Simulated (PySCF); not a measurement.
Isomers of C6H15N, one conformer each; single-point electronic energies without zero-point terms and without any empirical dispersion term.

Computed with PySCF at PBE0/def2-SVPD, non-relativistic, each on one gas-phase PBE0-D3(BJ)/def2-SVP geometry that isn't relaxed in the solvent. The solvent is an IEF-PCM continuum (van der Waals radii × 1.2). The model holds no explicit solvent molecules, cavitation or dispersion.

```json
{"isomer": "`C(CC(C)(C)C)N`", "relative energy, gas (kcal/mol)": "0.0", "dipole (D)": "1.37"}
{"isomer": "`CC(C)[C@H](C)CN`", "relative energy, gas (kcal/mol)": "0.8", "dipole (D)": "1.32"}
```

Question: How do the relative energies look in chloroform (ε = 4.711)?

Answer: 
| isomer | relative energy, solvent (kcal/mol) | E(solvent) − E(gas) (kcal/mol) | dipole in solvent (D) |
| --- | --- | --- | --- |
| `C(CC(C)(C)C)N` | 0.0 | -3.2 | 1.68 |
| `CC(C)[C@H](C)CN` | 1.5 | -2.5 | 1.63 |

The order is unchanged. Conformers: `[CH3:1][C:2]([CH3:3])([CH3:4])[CH2:5][CH2:6][NH2:7]` with C2–C5–C6–N7 180°, C5–C6–N7–H -58° and 58°; `[CH3:1][CH:2]([CH3:3])[C@H:4]([CH3:5])[CH2:6][NH2:7]` with C1–C2–C4–C5 -71°, C2–C4–C6–N7 -57°, C4–C6–N7–H -70° and 172°. `C(CC(C)(C)C)N` gains most from the continuum, and it has the largest gas-phase dipole. The gains span 0.7 kcal/mol, the gas-phase energies 0.8 kcal/mol.
